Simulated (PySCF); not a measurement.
Cost of one run: geometry optimisation, `FB(F)F`.

Method: PBE0-D3(BJ)/def2-SVP geometry optimisation, gas phase (PySCF 2.14.0). Work: geometry optimisation from a GFN2-xTB start shaken at random, density fitting. The input is one job of a driver script: a line of settings, then coordinates in Å.

Input:
```
{"job": {"xc": "PBE0", "basis": "def2-SVP", "d3": "d3bj", "grid": 1, "maxiter": 30, "shake": 0.01, "kind": "geom"}, "charge": 0, "multiplicity": 1}
F     -1.085180    -0.586440     0.704390
B     -0.003080    -0.003230     0.314550
F      1.124770    -0.476420     0.708250
F      0.001480     1.040720    -0.470640
```

Hardware: one thread, Arm Neoverse V1 (aarch64), shared host with 32 logical CPUs at a one-minute load of 7.8. PySCF's memory limit was set to 2320 MB.

How large is the basis?

56 functions.

Estimate the wall time.

About 8.4 s. The run took 13 energy-and-gradient evaluations and 71 SCF cycles, 0.65 s an evaluation on average.

How much memory does it need at the peak?

About 0.28 GiB. Peak memory is the resident size of the whole Python process, interpreter and libraries included.

The output:
```
step   0  E = -323.99287220  max force = 0.028001
step   1  E = -323.99450016  max force = 0.004501
step   2  E = -323.99456668  max force = 0.003287
step   3  E = -323.99459786  max force = 0.002274
step   4  E = -323.99453260  max force = 0.005650
step   5  E = -323.99464253  max force = 0.002498
step   6  E = -323.99468234  max force = 0.000810
step   7  E = -323.99469994  max force = 0.000492
step   8  E = -323.99473140  max force = 0.000464
step   9  E = -323.99474570  max force = 0.000561
step  10  E = -323.99476810  max force = 0.001020
step  11  E = -323.99477466  max force = 0.000726
step  12  E = -323.99478418  max force = 0.000305
optimisation converged
```

Energies in Eh; «max force» is the largest Cartesian gradient component in Eh/bohr.

The host was shared with other jobs, so the times are rough.

The run converged: final energy -323.99478 Eh after 12 steps; dipole 0.01 D.
